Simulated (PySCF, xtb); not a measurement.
C2H9FSi3, SMILES F[C@H]1C[SiH2][Si@@H]1[SiH3].

GFN2-xTB (xtb) at its own geometry gives an orbital gap of 3.33 eV and a dipole moment of 2.87 D.

Geometry optimised at B3LYP-D3(BJ)/def2-SVP. The structure was generated by enumeration; whether it is a known compound was not checked.

### Question
What does PBE0/def2-TZVP in PySCF give? (The exact figures need the calculation; the answer reports its results.)

### Answer
gap 6.88 eV (levels -7.51 and -0.63 eV), dipole 1.49 D.
